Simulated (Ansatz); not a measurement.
Species: sum formula AlN2OH5, charge 0, multiplicity 1. SMILES: [NH2][Al]([OH])[NH2]
Coordinates optimised at B3LYP-D3(BJ)/def2-TZVP (Ansatz, a quantum-chemistry and plane-wave program):
```
Al
O 1 1.7018
H 2 0.9562 1 125.06
N 1 1.7662 2 116.55 3 180.00
H 4 1.0064 1 125.82 2 180.00
H 4 1.0071 5 110.48 1 -180.00
N 1 1.7717 2 122.20 3 0.00
H 7 1.0069 1 125.19 2 0.00
H 7 1.0073 8 109.97 1 180.00
```

Quantity: vertical ionisation energy (to the doublet state of charge +1; each state is the SCF solution reached for its spin), in eV. Valence correlation only, unless marked. Open shells are spin-unrestricted. No spin-orbit coupling. No relativistic terms. CBS(X,Y): correlation extrapolated as X^-3; Hartree-Fock from the larger set. [CCSD(T)-MP2]/basis is that difference in the basis named.

RI-MP2/CBS(aug-cc-pV(T+d)Z,aug-cc-pV(Q+d)Z)+[CCSD(T)-MP2]/aug-cc-pV(T+d)Z (Ansatz) gives 9.73 eV.

Q: Another calculation gave 9.10 eV. Which level was it?
(A) B2PLYP/def2-TZVPD (Ansatz)
(B) B3LYP/def2-TZVPD (Ansatz)
(C) r2SCAN/def2-TZVPD (Ansatz)
(D) CAM-B3LYP/def2-TZVPD (Ansatz)

A: B, B3LYP/def2-TZVPD (Ansatz). The others give 8.87 (r2SCAN), 9.40 (CAM-B3LYP), 9.29 (B2PLYP) eV.
